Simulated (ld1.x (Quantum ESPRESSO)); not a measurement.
## u(r) = r·R(r): atom against pseudo-atom (arsenic (As))

Columns: radius, all-electron u(r) and pseudo u(r) of the 4p shell (level -5.35 eV) of arsenic in the configuration [Ar] 3d10 4s2 4p3; LDA (PZ), scalar-relativistic, RRKJ scheme, ld1.x (Quantum ESPRESSO) 7.5.

```
r (bohr)  all-electron  pseudo
   0.088        0.1671  0.0007
   0.175        0.0889  0.0033
   0.262       -0.0987  0.0090
   0.350       -0.2364  0.0196
   0.438       -0.2846  0.0368
   0.525       -0.2599  0.0619
   0.612       -0.1893  0.0958
   0.700       -0.0933  0.1390
   0.788        0.0119  0.1899
   0.875        0.1155  0.2458
   0.962        0.2130  0.3046
   1.050        0.3023  0.3643
   1.138        0.3809  0.4215
   1.225        0.4477  0.4734
   1.312        0.5039  0.5193
   1.400        0.5508  0.5590
   1.487        0.5879  0.5916
   1.575        0.6172  0.6183
   1.662        0.6386  0.6388
   1.750        0.6538  0.6538
   1.838        0.6632  0.6632
   1.925        0.6676  0.6676
   2.012        0.6677  0.6677
   2.100        0.6642  0.6642
   2.188        0.6576  0.6576
   2.275        0.6486  0.6486
```

(1) How many radial nodes do the two functions have?

(2) At about which radius was the pseudo-wave matched?

(3) Is the pseudo-wave norm-conserving?

Results:

(1) The all-electron 4p function has n − l − 1 = 2; the pseudo-wave has 0, since the states of the same l below it are removed with the core.

(2) 1.75 bohr. The columns agree to 0.0005 from 1.66 bohr on; several derivatives are matched, so the curves merge somewhat inside the radius.

(3) Yes: the RRKJ scheme keeps the norm inside the radius equal to the all-electron one, which fixes the energy derivative of the logarithmic derivative at the level.
